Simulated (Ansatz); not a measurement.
`[CH3][GeH2][TeH]`. The species carries charge 0 and has multiplicity 1. Te: def2 effective core potential.

```xyz
9

C     0.742    0.438   -0.960
Ge    0.199   -0.546    0.634
Te   -1.866    0.521    1.718
H     1.639   -0.013   -1.389
H     0.950    1.476   -0.701
H    -0.056    0.414   -1.702
H     1.278   -0.484    1.729
H    -0.102   -2.017    0.296
H    -2.785    0.211    0.374
```

(1) List the harmonic frequencies (cm⁻¹, unscaled) at PBE0-D4/def2-TZVP in Ansatz. (An estimate is asked.)

(2) Is this a minimum?

(3) Give the ideal-gas thermochemistry at 298.15 K and 1 bar (rigid rotor, harmonic oscillator; point group C1, symmetry number 1).

Answers

(1) The calculation gave: 110, 133, 140, 235, 385, 515, 607, 637, 683, 834, 865, 871, 1262, 1449, 1454, 2138, 2145, 2154, 3063, 3154, 3167.

(2) Yes, all 21 modes are real.

(3) Zero-point energy 155.5 kJ/mol; H(298) − E = 175.2 kJ/mol; entropy 350.5 J/(mol·K), of which translation 176.0, rotation 115.1, vibration 59.3; G(298) − E = 70.7 kJ/mol.
